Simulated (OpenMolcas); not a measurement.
An atom or ion with 22 electrons was computed by MS-CASPT2, IPEA 0.25 Eh, imaginary shift 0.1 Eh with spin-orbit coupling (OpenMolcas, ANO-RCC-VQZP, DKH2). The lowest levels that the run gave, each within 12 % of the measured value where one is at hand:

```json
{"J": "0", "Parity": "even", "E (cm-1)": "0.0", "g": ""}
{"J": "1", "Parity": "even", "E (cm-1)": "285", "g": "1.501"}
{"J": "2", "Parity": "even", "E (cm-1)": "826", "g": "1.501"}
{"J": "3", "Parity": "even", "E (cm-1)": "1583", "g": "1.501"}
{"J": "4", "Parity": "even", "E (cm-1)": "2520", "g": "1.500"}
{"J": "0", "Parity": "even", "E (cm-1)": "30640", "g": ""}
{"J": "4", "Parity": "even", "E (cm-1)": "32180", "g": "0.814"}
{"J": "1", "Parity": "even", "E (cm-1)": "32340", "g": "1.498"}
{"J": "5", "Parity": "even", "E (cm-1)": "32850", "g": "1.038"}
{"J": "6", "Parity": "even", "E (cm-1)": "33560", "g": "1.166"}
{"J": "2", "Parity": "even", "E (cm-1)": "34850", "g": "0.669"}
{"J": "3", "Parity": "even", "E (cm-1)": "34950", "g": "1.055"}
```

**Question.** Which ion is it, and what are the configurations and terms?

**Answer.** Ni6+ (Z = 28, charge +6; active space 4 electrons in 10 orbitals (3d 4d)). J, parity and g give the terms where levels are pure, and mixed ones are named by the computed weights; the size of the splittings, set against known spectra of the 22-electron sequence, gives the charge. In order, with the measured energies in cm-1 (Corliss and Sugar, J. Phys. Chem. Ref. Data 10, 197 (1981)): 3d4 5D0, 3d4 5D1 (279), 3d4 5D2 (804), 3d4 5D3 (1520), 3d4 5D4 (2392), 3d4 3P0(1) (30077), 3d4 3H4 (31672), 3d4 3P1(1) (31836), 3d4 3H5 (32286), 3d4 3H6 (32877), 3d4 3F2(1) (34247), 3d4 3F3(1) (34317).

CASPT2 breaks the degeneracy within a term, and the mean is taken; among the terms shown or strongly mixed into the levels shown the widest spread is 280 cm-1 (3d4 3H). Active for correlation alone: 4d; no level in the range computed is led by a configuration that fills it, so any true level of that kind is missing. Measured partners are found by configuration, term and J. A level has none where our copy of the source lacks it or the pairing is in doubt (some pairs that miss far off the trend of their configuration count as doubtful), and it then counts in no deviation. Only configurations of the active space appear.

A number in round brackets counts repeated terms of one configuration in the order of the reference energies.
